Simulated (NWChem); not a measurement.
System: GeI cation, singlet

Results from NWChem. Low-valent species are run as closed-shell singlets; no triplet was tried in these runs. Structure relaxed at the PBE0/def2-SVP level. def2 effective core potentials on I; no spin-orbit coupling.

Q: What does the run give for PBE/def2-SVP? Quantities: highest occupied level (eV); orbital gap (eV).

A: 
```json
{
 "highest occupied level (eV)": "-13.28",
 "orbital gap (eV)": "3.38"
}
```
